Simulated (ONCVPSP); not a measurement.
thallium (Tl), ONCV: configuration errors across variants

| Property | Result |
| --- | --- |
| Element | thallium |
| Generator | ONCVPSP 4.0.1 |
| Type | optimised norm-conserving Vanderbilt (ONCV) |
| Functional | PBEsol |
| Relativity | fully relativistic |
| Frozen core | [Kr] 4d10 4f14 |
| Valence charge | 21 |
| Reference configuration | 5s2 5p6 5d10 6s1.5 6p1.5 |
| Partial waves | 5s+6s: rc 1.40 bohr, ncon 4, nbas 7, qcut 6.5 1/bohr, 2 projectors; 5p+6p: rc 1.30 bohr, ncon 3, nbas 7, qcut 12.2 1/bohr, 2 projectors; 5d: rc 1.30 bohr, ncon 4, nbas 9, qcut 13.2 1/bohr, local |
| Local potential | the d channel |
| Core correction | Teter function, fcfact 4.25, rcfact 1.55 |

Open shells are filled in proportion to 2j + 1.

All-electron excitation energies from the reference (eV): (1) 5s2 5p6 5d10 6s2 6p1 -3.614; (2) 5s2 5p6 5d10 6s2 6p0 1.641; (3) 5s2 5p6 5d10 6s1 6p0 22.490; (4) 5s2 5p6 5d10 6s0 6p3 11.420.

3 further variants failed, have other tests or too few solved ones, and are left out.

The file “base” misses its own reference levels by 1.4 eV. The file “p: qcut 9.6” misses its own reference levels by 1.4 eV. The file “p: qcut 11.8” misses its own reference levels by 1.4 eV.

Errors AE − PS in meV (a dash: test not solved or not reliable):

| change | (1) | (2) | (3) | (4) | bound ghosts | GHOST(+) flags above zero |
| --- | --- | --- | --- | --- | --- | --- |
| base | -0.7 | -0.3 | -2.2 | -6.9 | none | none |
| p: qcut 9.6 | -0.6 | -0.2 | -2.7 | -5.7 | none | none |
| p: qcut 11.8 | -0.7 | -0.3 | -2.2 | -6.7 | none | none |

Question: Give the same row for: p: qcut 7.2.

Answer: -0.5, +0.2, -2.8, -5.0; bound ghosts: none; GHOST(+) flags above zero: p3/2.
